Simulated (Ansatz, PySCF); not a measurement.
Gas-phase reaction in SMILES: N[Si](O)(O)O + H+ -> [NH3+][Si](O)(O)O
Structures are relaxed separately at B3LYP-D3(BJ)/def2-TZVP in Ansatz (a program for electronic structure), one conformer each, not searched for the lowest.
Geometry of the first species:
```
Si
O 1 1.6330
H 2 0.9605 1 117.84
O 1 1.6443 2 106.50 3 60.69
H 4 0.9597 1 117.84 2 175.93
O 1 1.6443 2 106.50 3 -60.69
H 6 0.9597 1 117.84 2 -175.93
N 1 1.7058 2 113.19 3 -180.00
H 8 1.0086 1 119.30 2 70.60
H 8 1.0086 9 110.69 1 144.26
```
Charge 0, spin multiplicity 1.

Property: proton affinity (enthalpy at 298 K, with B3LYP-D3(BJ) rigid-rotor harmonic-oscillator terms from PySCF), positive where the reaction releases energy, in kcal/mol. Valence correlation only, unless marked. No spin-orbit coupling. Non-relativistic. CBS(X,Y): correlation extrapolated as X^-3; Hartree-Fock from the larger set.

```
level                                                             program  proton affinity (kcal/mol)  minus last row
---------------------------------------------------------  --------------  --------------------------  --------------
B97M-V/def2-TZVPD                                                  Ansatz                       215.8             0.8
B3LYP-D3(BJ)/def2-TZVPD                                    Ansatz + dftd3                       216.0             1.0
B3LYP-D4/def2-TZVPD                                        Ansatz + dftd4                       215.0             0.0
B3LYP/def2-TZVPD                                                   Ansatz                       215.1             0.1
PBE0/STO-3G                                                        Ansatz                       278.6            63.6
BHLYP-D4/def2-TZVPD                                        Ansatz + dftd4                       216.3             1.3
LC-wPBE-D4/def2-TZVPD                                      Ansatz + dftd4                       216.4             1.4
B2PLYP-D3(BJ)/def2-TZVPD                                   Ansatz + dftd3                       214.6            -0.4
RPA@PBE/cc-pV(Q+d)Z                                                Ansatz                       219.0             4.0
MP2/cc-pVTZ                                                        Ansatz                       217.2             2.2
SCS-MP2/cc-pV(D+d)Z                                                Ansatz                       223.6             8.6
SCS-MP2/cc-pV(T+d)Z                                                Ansatz                       219.2             4.2
CCSD/cc-pVTZ                                                       Ansatz                       219.2             4.2
CCSD(T) with core electrons (1s frozen past Ne)/cc-pwCVTZ          Ansatz                       218.6             3.6
CCSD(T)/CBS(cc-pV(T+d)Z,cc-pV(Q+d)Z)                               Ansatz                       215.0             0.0
```
